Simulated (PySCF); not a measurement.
BF₂, doublet, geometry from GFN2-xTB; PBE0/def2-SV(P) (PySCF).

Input for PySCF:
```python
from pyscf import gto, scf, dft

mol = gto.M(
    atom='''
B    -0.001407    0.560054    0.037735
F     1.106201   -0.152890   -0.009046
F    -1.105420   -0.158251   -0.011918
''',
    basis='def2-sv(p)',
    charge=0,
    spin=1,
    verbose=4,
)

mf = dft.UKS(mol)
mf.xc = 'pbe0'
mf.kernel()
```

Question: What does PySCF print? Leave out banner, timings and long lists.

Answer: 
```
PySCF version 2.14.0

[INPUT] verbose = 4
[INPUT] num. atoms = 3
[INPUT] num. electrons = 23
[INPUT] charge = 0
[INPUT] spin (= nelec alpha-beta = 2S) = 1
[INPUT] symmetry False subgroup None
[INPUT] Mole.unit = angstrom
[INPUT] Symbol           X                Y                Z      unit          X                Y                Z       unit  Magmom
[INPUT]  1 B     -0.001407000000   0.560054000000   0.037735000000 AA   -0.002658844657   1.058348674967   0.071308815310 Bohr   0.0
[INPUT]  2 F      1.106201000000  -0.152890000000  -0.009046000000 AA    2.090416928720  -0.288920227185  -0.017094462523 Bohr   0.0
[INPUT]  3 F     -1.105420000000  -0.158251000000  -0.011918000000 AA   -2.088941052617  -0.299051048939  -0.022521755953 Bohr   0.0

nuclear repulsion = 55.5143624114266
number of shells = 18
number of NR pGTOs = 72
number of NR cGTOs = 42
basis = def2-sv(p)
ecp = {}

******** <class 'pyscf.dft.uks.UKS'> ********
method = UKS
initial guess = minao
damping factor = 0
level_shift factor = 0
DIIS = <class 'pyscf.scf.diis.CDIIS'>
diis_start_cycle = 1
diis_space = 8
diis_damp = 0
SCF conv_tol = 1e-09
SCF conv_tol_grad = None
SCF max_cycles = 50
direct_scf = True
direct_scf_tol = 1e-13
number electrons alpha = 12  beta = 11
XC library pyscf.dft.libxc version 7.1.2
    S. Lehtola, C. Steigemann, M. J. T. Oliveira, and M. A. L. Marques,  SoftwareX 7, 1–5 (2018)
XC functionals = pbe0
    C. Adamo and V. Barone,  J. Chem. Phys. 110, 6158 (1999)
    M. Ernzerhof and G. E. Scuseria,  J. Chem. Phys. 110, 5029 (1999)
radial grids:
    Treutler-Ahlrichs [JCP 102, 346 (1995); DOI:10.1063/1.469408] (M4) radial grids

becke partition: Becke, JCP 88, 2547 (1988); DOI:10.1063/1.454033
pruning grids: <function nwchem_prune>
grids dens level: 3
symmetrized grids: False
atomic radii adjust function: <function treutler_atomic_radii_adjust>
small_rho_cutoff = 0
Set gradient conv threshold to 3.16228e-05
tot grids = 42576
init E= -224.380726354488

cycle= 1 E= -224.096293792531  delta_E= 0.284  |g|= 0.44  |ddm|= 1.43
cycle= 2 E= -224.012124224907  delta_E= 0.0842  |g|= 0.683  |ddm|= 0.703
cycle= 3 E= -224.168263128043  delta_E= -0.156  |g|= 0.015  |ddm|= 0.399
cycle= 4 E= -224.168426287861  delta_E= -0.000163  |g|= 0.00499  |ddm|= 0.0257
cycle= 5 E= -224.168442146515  delta_E= -1.59e-05  |g|= 0.000964  |ddm|= 0.00847
cycle= 6 E= -224.168443297821  delta_E= -1.15e-06  |g|= 0.000194  |ddm|= 0.0022
cycle= 7 E= -224.168443337752  delta_E= -3.99e-08  |g|= 5.45e-05  |ddm|= 0.000377
cycle= 8 E= -224.168443340319  delta_E= -2.57e-09  |g|= 8.79e-06  |ddm|= 9.18e-05
cycle= 9 E= -224.168443340409  delta_E= -9.04e-11  |g|= 2.29e-06  |ddm|= 1.49e-05
Extra cycle  E= -224.168443340413  delta_E= -3.52e-12  |g|= 1.95e-06  |ddm|= 3.52e-06
converged SCF energy = -224.168443340413  <S^2> = 0.75171065  2S+1 = 2.0017099
```
